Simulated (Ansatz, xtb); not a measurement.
## C2H2FIn: where a starting geometry ends

The starting geometry of this gas-phase triplet was built from a drawn formula by distance geometry and a force field; its bonds are those of `C=[C](F)[In]`.

```xyz
6

C    -1.9043   -1.3731    2.2257
C    -1.8280   -1.6794    3.5074
F    -2.3486   -2.8726    3.9561
In   -0.9195   -0.1347    5.0062
H    -1.5344   -0.4443    1.8574
H    -2.3264   -2.1298    1.4739
```

**Question.** Predict what becomes of its bonds when it is optimised with r2SCAN-D4/def2-SVP.

**Answer.** It keeps its bonds, and is `C=[C](F)[In]`.

The energy falls by 0.16 eV over 9 steps:

```csv
step,E − E(last) (eV)
1,0.155
2,0.053
3,0.018
4,0.009
5,0.001
6,0.000
7,0.000
8,0.000
9,0.000
```

Final geometry (Å):

```yaml
atoms:
  - { symbol: C, position_ang: [-1.9039, -1.3807, 2.1992] }
  - { symbol: C, position_ang: [-1.8967, -1.6446, 3.5095] }
  - { symbol: F, position_ang: [-2.3403, -2.7898, 4.0192] }
  - { symbol: In, position_ang: [-0.9013, -0.2591, 4.9836] }
  - { symbol: H, position_ang: [-1.6018, -0.4024, 1.8250] }
  - { symbol: H, position_ang: [-2.2172, -2.1573, 1.4901] }
```

From the same start GFN2-xTB ends elsewhere, differing in C2–F3 (3.83 against 1.33 Å here), F3–In4 (2.09 against 3.07 Å here).

The end wasn't checked by frequencies. Open shells are spin-unrestricted. The triplet needn't be the ground state. Atoms past krypton carry core potentials, without spin–orbit terms. Run with Ansatz 0.2.0, 6.4 min on 1 thread of Intel(R) Xeon(R) Processor @ 2.50GHz (Skylake/Cascade Lake), with other jobs on the host.
